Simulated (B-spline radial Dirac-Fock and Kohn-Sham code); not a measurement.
Au⁵⁺ 5p1/2: cross section and angular parameters

System: gold as Au⁵⁺, [Xe] 4f14 5d6; threshold 150.5 eV (orbital energy of the model). Calculated with a radial finite-basis atomic code, using Dirac-Hartree-Slater photoionisation with a Latter tail; cross sections with all multipoles, angular parameters from the dipole term and its interference with E2.

For linearly polarised light dσ/dΩ = σ/(4π) [1 + β P₂(cos θ) + (δ + γ cos²θ) sin θ cos φ], with θ from the polarisation vector and φ the angle between the beam and the projection of the electron momentum on the plane normal to the polarisation.

```
hν (eV)  σ (kb)       β       γ       δ
    163     142   1.137   0.526  -0.042
    242    50.6  -0.022   0.096   0.018
    300    36.1  -0.015  -0.059   0.046
    400    26.6   0.390   0.035   0.051
    415    25.7   0.452   0.060   0.049
    600    18.1   0.990   0.320   0.029
    799    13.7   1.285   0.422   0.015
    960    11.3   1.419   0.427   0.008
   1000    10.8   1.443   0.422   0.006
   1260    8.14   1.558   0.367   0.001
   1360    7.39   1.587   0.339   0.000
   2210    3.77   1.697   0.117  -0.005
   3550    1.76   1.719  -0.013  -0.006
   3990       ?       ?       ?       ?
   4000    1.43   1.716  -0.013  -0.006
   4250    1.28   1.713  -0.006  -0.006
   5460   0.806   1.691   0.071  -0.006
   6000   0.672   1.681   0.121  -0.006
   7480   0.432   1.649   0.279  -0.004
  12800   0.135   1.544   0.892   0.014
```

Question: Give the values at 3990 eV.

Answer: σ = 1.44 kb, β = 1.716, γ = -0.013, δ = -0.006.
